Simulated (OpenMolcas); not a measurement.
**Cr III: effect of the active space**

| Item | Value |
| --- | --- |
| Program | OpenMolcas |
| Method | SS-CASPT2 or its RAS form, IPEA 0.25 Eh, imaginary shift 0.1 Eh |
| Basis | ANO-RCC-VDZP |
| Scalar Hamiltonian | DKH2, point nucleus |
| Spin-orbit coupling | RASSI with atomic mean-field integrals over the reference wave functions, term energies averaged over their components |

A. 4 electrons in 5 orbitals (3d); 2S+1 = 5 even, 5 roots; 2S+1 = 3 even, 45 roots; 2S+1 = 1 even, 50 roots; closed shells correlated: 3s 3p; CASPT2 step roughly 20 core-seconds
B. 4 electrons in 6 orbitals (3d 4s); 2S+1 = 5 even, 15 roots; 2S+1 = 3 even, 83 roots; 2S+1 = 1 even, 77 roots; closed shells correlated: 3s 3p; CASPT2 step about 11 core-seconds
C. 4 electrons in 9 orbitals (RAS2 3d 4s; RAS3 4p, at most 2 electrons); 2S+1 = 5 even, 15 roots; 2S+1 = 3 even, 90 roots kept (CI in the orbitals of an earlier block); 2S+1 = 1 even, 85 roots kept (CI in the orbitals of an earlier block, 77 in the spin-orbit step); 2S+1 = 5 odd, 30 roots (21 in the spin-orbit step); 2S+1 = 3 odd, 62 roots kept (CI in the orbitals of an earlier block, 14 in the spin-orbit step); 2S+1 = 1 odd, 28 roots kept (CI in the orbitals of an earlier block, 0 in the spin-orbit step); closed shells correlated: 3s 3p; CASPT2 step roughly 90 core-seconds

Energies in eV above 3d⁴ ⁵D₀, the measured ground level; measured values from Sugar and Corliss, J. Phys. Chem. Ref. Data 6, 317 (1977).

```json
{"Level": "3d⁴ ⁵D₀", "A": "0.0000", "B": "0.0000", "C": "0.0000", "Measured": "0.0000"}
{"Level": "3d⁴ ⁵D₁", "A": "0.0086", "B": "0.0093", "C": "0.0093", "Measured": "0.0077"}
{"Level": "3d⁴ ⁵D₂", "A": "0.0253", "B": "0.0274", "C": "0.0275", "Measured": "0.0227"}
{"Level": "3d⁴ ⁵D₃", "A": "0.0497", "B": "0.0537", "C": "0.0537", "Measured": "0.0442"}
{"Level": "3d⁴ ⁵D₄", "A": "0.0808", "B": "0.0872", "C": "0.0873", "Measured": "0.0714"}
{"Level": "3d⁴ ³P₀(1)", "A": "2.079", "B": "2.052", "C": "2.132", "Measured": "2.0794"}
{"Level": "3d⁴ ³P₁(1)", "A": "2.129", "B": "2.106", "C": "2.189", "Measured": "2.1286"}
{"Level": "3d⁴ ³P₂(1)", "A": "2.219", "B": "2.201", "C": "2.289", "Measured": "2.2133"}
{"Level": "3d⁴ ³H₄", "A": "2.233", "B": "2.210", "C": "2.307", "Measured": "2.1417"}
{"Level": "3d⁴ ³H₅", "A": "2.251", "B": "2.229", "C": "2.328", "Measured": "2.1569"}
{"Level": "3d⁴ ³H₆", "A": "2.271", "B": "2.251", "C": "2.351", "Measured": "2.1735"}
{"Level": "3d⁴ ³F₂(1)", "A": "2.344", "B": "2.316", "C": "2.405", "Measured": "2.2877"}
{"Level": "3d⁴ ³F₃(1)", "A": "2.352", "B": "2.324", "C": "2.414", "Measured": "2.2951"}
{"Level": "3d⁴ ³F₄(1)", "A": "2.362", "B": "2.335", "C": "2.425", "Measured": "2.3040"}
{"Level": "3d⁴ ³G₃", "A": "2.673", "B": "2.635", "C": "2.711", "Measured": "2.5669"}
{"Level": "3d⁴ ³G₄", "A": "2.694", "B": "2.658", "C": "2.735", "Measured": "2.5854"}
{"Level": "3d⁴ ³G₅", "A": "2.714", "B": "2.679", "C": "2.757", "Measured": "2.6032"}
{"Level": "3d⁴ ¹G₄(1)", "A": "3.245", "B": "3.173", "C": "3.286", "Measured": "3.1168"}
{"Level": "3d⁴ ³D₃", "A": "3.311", "B": "3.253", "C": "3.308", "Measured": "3.1897"}
{"Level": "3d⁴ ³D₂", "A": "3.318", "B": "3.261", "C": "3.316", "Measured": "3.1964"}
{"Level": "3d⁴ ³D₁", "A": "3.325", "B": "3.268", "C": "3.324", "Measured": "3.2048"}
{"Level": "3d⁴ ¹I₆", "A": "3.377", "B": "3.308", "C": "3.472", "Measured": "3.2254"}
{"Level": "3d⁴ ¹D₂(1)", "A": "4.179", "B": "4.100", "C": "4.204", "Measured": "3.9863"}
{"Level": "3d⁴ ¹F₃", "A": "4.758", "B": "4.680", "C": "4.782", "Measured": "4.5881"}
```

Deviations, from unrounded energies. A percentage is the sum of absolute deviations over the sum of measured energies, with the sign that they share, or ± where signs differ.

| Against measurement | Levels | A | B | C |
| --- | --- | --- | --- | --- |
| mean absolute deviation (cm-1) | 23 | 640 | 400 | 960 |
| fine structure of the ground term (%) | 4 | +12.5 | +21.6 | +21.7 |
| other terms of the ground configuration (%) | 19 | ±3.4 | ±2.2 | +5.2 |

B lies closest to measurement on these levels and C furthest from it. The largest miss of B in the table is 3d⁴ ¹D₂(1), by +910 cm-1. The ranking rests on the paired levels alone, and a cruder setting can come out closer through cancelling errors.

The spin-orbit steps hold different terms of 3d⁴ (B lacks a ¹S; C lacks a ¹S), which shifts levels as well.

Among A to C the level of the table that moves most is 3d⁴ ¹I₆, by 1300 cm-1 (lowest in B, highest in C). Moves below CASPT2's spread within the term are not significant.

CASPT2 breaks the degeneracy within a term, and the mean is taken; among the terms shown or strongly mixed into the levels shown the widest spread is 300 cm-1 (3d⁴ ¹I, A). Over all roots computed the reference weight is 0.90 to 0.95 in C; the roots of lowest weight are the least certain, and an intruder state may touch them. Some high roots are left out of the spin-orbit mixing, which shifts the levels that they would mix with (holds for C). Terms from blocks run as CI alone lack orbitals of their own (holds for C). Computed and measured levels are paired by configuration, term and J; levels that our copy of the source lacks, or whose pairing is in doubt (as where it misses far off the trend of its configuration), stay unpaired and out of the deviations. Levels of configurations outside the active space are missing. Levels that lie high or do not pair safely by name in every column are left out.

A number in round brackets counts repeated terms of one configuration in the order of the reference energies.
